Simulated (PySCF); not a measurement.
Geometries of 2 isomers of C3H9GeP, from PySCF 2.14.0, PBE0-D3(BJ)/def2-SVP geometry optimisation, gas phase. One conformer each, no zero-point energy, no frequencies.

Problem. Which isomer lies lower at this level?
A.
```xyz
14
angstrom
P      2.399   -0.866    0.980
Ge     0.484    0.453    0.918
C     -0.197    1.011   -0.858
C     -1.108   -0.239   -0.842
C     -1.183   -0.587    0.665
H      3.224    0.124    0.361
H      2.087   -1.500   -0.263
H      0.562    1.490    2.061
H      0.489    1.105   -1.711
H     -0.770    1.948   -0.763
H     -2.091   -0.091   -1.322
H     -0.615   -1.061   -1.386
H     -1.218   -1.655    0.919
H     -2.021   -0.080    1.169
```
B.
```xyz
14
angstrom
C     -2.116   -0.806   -0.419
C     -1.038   -0.924    0.362
C     -0.582    0.070    1.373
Ge     0.968    1.099    0.712
P      2.552   -0.427   -0.049
H     -2.785    0.057   -0.344
H     -2.367   -1.570   -1.159
H     -0.402   -1.811    0.243
H     -1.377    0.791    1.621
H     -0.263   -0.422    2.306
H      1.602    1.904    1.866
H      0.502    2.067   -0.395
H      1.881   -0.644   -1.292
H      3.413    0.576   -0.589
```

Solution. A. That is `[PH2][GeH]1[CH2]C[CH2]1`, 6.0 kcal/mol below the other.

```csv
SMILES,atoms numbered as above,E (Eh),relative (kcal/mol),relative (kJ/mol),dipole (D)
[PH2][GeH]1[CH2]C[CH2]1,[PH2:1][GeH:2]1[CH2:3][CH2:4][CH2:5]1,-2537.09470,0.0,0.0,1.24
C=C[CH2][GeH2][PH2],[CH2:1]=[CH:2][CH2:3][GeH2:4][PH2:5],-2537.08516,6.0,25.0,0.77
```

As drawn, the lower has a four-membered ring, which the higher lacks; the higher has a C=C bond outside aromatic rings, which the lower lacks.
